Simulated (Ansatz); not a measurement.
`C[O][In]([Cl])[Cl]` + H₂ → `C[O][InH][Cl]` + HCl at 600 K and 1 bar (hydrogenolysis of the In–Cl bond).

Isolated molecules relaxed with PBE0-D4/def2-TZVP in Ansatz; ΔE leaves out vibrations. CBS: MP2 limit from def2 TZ/QZ plus the TZ coupled-cluster correction, frozen cores. This one scheme is used for every species. def2 core potentials past Kr. For In outer-core shells are correlated without core-valence functions, which leaves a few kJ/mol of doubt a bond. Each species was taken in one conformer, which may not be the lowest.

| species | CCSD(T)/CBS energy (Eh) | H − E (kJ/mol) | S (J/(mol·K)) |
| --- | --- | --- | --- |
| `C[O][In]([Cl])[Cl]` | -1224.50245 | 173.1 | 483.6 |
| H₂ | -1.17544 | 43.9 | 150.8 |
| `C[O][InH][Cl]` | -765.26650 | 180.2 | 432.6 |
| HCl | -460.38127 | 35.4 | 207.2 |

H − E and S are ideal-gas, rigid-rotor, harmonic terms from PBE0-D4/def2-TZVP, for one conformer and one mirror image of each species. The MP2-based limit puts H₂ 0.8 mEh under its directly extrapolated value; such offsets cancel only in part. 1 Eh = 2625.50 kJ/mol, R = 8.31446 J/(mol·K).

Q: By hand: ΔE, ΔH, ΔS and ΔG.

A: ΔE = (-765.26650) + (-460.38127) − (-1224.50245) − (-1.17544) = 0.03012 Eh = 79.1 kJ/mol. Δ(H − E) = 180.2 + 35.4 − 173.1 − 43.9 = -1.4, so ΔH = 77.7 kJ/mol. ΔS = 432.6 + 207.2 − 483.6 − 150.8 = 5.4 J/(mol·K). ΔG = 77.7 − 600 × (5.4)/1000 = 74.5 kJ/mol.

Q: By hand: the equilibrium constant, and the temperature at which ΔG would vanish if ΔH and ΔS stayed fixed.

A: log₁₀ K = −ΔG/(RT ln 10) = -6.5. ΔG = 0 at ΔH/ΔS = 14389 K, far beyond where these terms or the molecules hold.

The number of gas molecules stays the same, so ΔS is small and ΔH decides. A doubt of 5 kJ/mol in ΔE shifts log₁₀ K by 0.4 here. Other conformers and mirror images would add mixing entropy, several J/(mol·K) or more a flexible species. Modes under 60 cm⁻¹, often nearly free rotors, make the harmonic entropy too high. These are equilibria of isolated gas molecules and say nothing of rates. Largest T1 diagnostic: 0.016 (customary marks: 0.02 for closed shells, 0.045 for open ones).
